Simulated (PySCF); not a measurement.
AlClH4O2SSi, SMILES [OH][Al]([OH])[S][SiH2]Cl.

Geometry: PBE0-D3(BJ)/def2-SVP. The structure was generated by enumeration; whether it is a known compound was not checked. Other conformers were not sampled.

All values below come from PBE0-D3(BJ)/def2-SVP (PySCF).

Frequencies are harmonic and unscaled.

```tsv
mode	ν (cm⁻¹)	IR (km/mol)	Raman (Å⁴/amu)	depolarisation	moving atoms (share of kinetic energy)
1	44	1.7	1.0	0.75	Si 37 %, H 18 %, O 16 %, S 16 %, Cl 13 %
2	105	5.7	1.1	0.75	O 62 %, Cl 18 %, H 10 %, S 8 %
3	151	1.2	1.1	0.58	O 39 %, Cl 36 %, Al 11 %
4	182	10.0	1.0	0.67	O 40 %, Al 23 %, S 15 %, H 13 %
5	187	16.5	2.4	0.74	O 30 %, Cl 25 %, H 15 %, Si 11 %, Al 11 %
6	212	3.4	1.4	0.75	Al 32 %, O 28 %, H 26 %, S 10 %
7	246	149.8	0.5	0.66	H 72 %, O 18 %
8	262	25.6	2.6	0.67	H 32 %, Cl 18 %, S 15 %, Al 13 %, Si 12 %, O 10 %
9	281	97.7	1.6	0.71	H 54 %, O 23 %, Al 17 %
10	409	27.4	7.4	0.05	S 46 %, Al 26 %, O 13 %
11	474	74.3	4.3	0.21	Si 45 %, Cl 38 %
12	559	244.9	4.1	0.14	H 66 %, O 13 %, S 10 %, Si 9 %
13	581	19.5	5.0	0.74	H 82 %, Si 14 %
14	584	49.9	7.0	0.24	S 36 %, Si 34 %, H 25 %
15	601	190.4	3.5	0.20	H 66 %, O 28 %
16	637	0.3	15.3	0.74	H 98 %
17	804	138.8	7.0	0.26	O 54 %, Al 28 %, H 17 %
18	840	211.3	13.3	0.75	H 83 %
19	950	106.8	1.9	0.75	Al 49 %, O 44 %
20	966	143.0	15.4	0.63	H 94 %
21	2269	88.1	239.5	0.09	H 98 %
22	2279	84.8	123.3	0.64	H 95 %
23	3981	110.8	144.4	0.30	H 94 %
24	3998	102.2	83.2	0.24	H 94 %
```
